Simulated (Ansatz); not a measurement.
Coupled-cluster diagnostics for K₂O₂⁻, Ansatz.

Geometry of the doublet (r2SCAN-D4/def2-TZVPD):

```xyz
4

K    -1.5811    2.0432    2.3755
K     0.5341   -0.6914   -0.8022
O     1.6123   -2.0454   -2.4134
O    -0.5654    0.6936    0.8402
```

Correlated methods freeze 12 core orbitals; core or outer-core shells of K are correlated, in sets that lack core-valence functions. In CCSD on the charge -1 doublet the largest single amplitude is 0.21, so its Hartree–Fock determinant may place the open shell otherwise than the density functionals do. The geometry of the doublet was relaxed on an unsound state (⟨S²⟩ 1.29, where a pure state has 0.75). Another isomer (quartet) lies 1.11 eV lower at PBE0-D4/def2-TZVPD; other spin states weren't run for this one.

**Question.** Estimate the CCSD(T) correlation energy, the shares of MP2 and (T), T1 and the reference's ⟨S²⟩ for: charge -1, doublet, own geometry in def2-TZVPPD; and the rough time on 4 threads of AMD EPYC 9B45 on a shared host.

**Answer.** 
| state | basis | correlation (eV) | MP2 share (%) | (T) share (%) | T1 | ⟨S²⟩ (pure) | wall time | remarks |
| --- | --- | --- | --- | --- | --- | --- | --- | --- |
| charge -1, doublet, own geometry | def2-TZVPPD | -21.829 | 92.0 | 2.5 | 0.040 | 1.77 (0.75) | 46 s | spin-contaminated (⟨S²⟩ 1.77) |
Customary marks for T1 are 0.02 (closed shells), 0.045 (open shells) and about 0.05 (3d metals). T1 exceeds 0.02 in 1 of 1 rows and 0.045 in 0; the higher it lies, the less the single-reference result can be trusted.
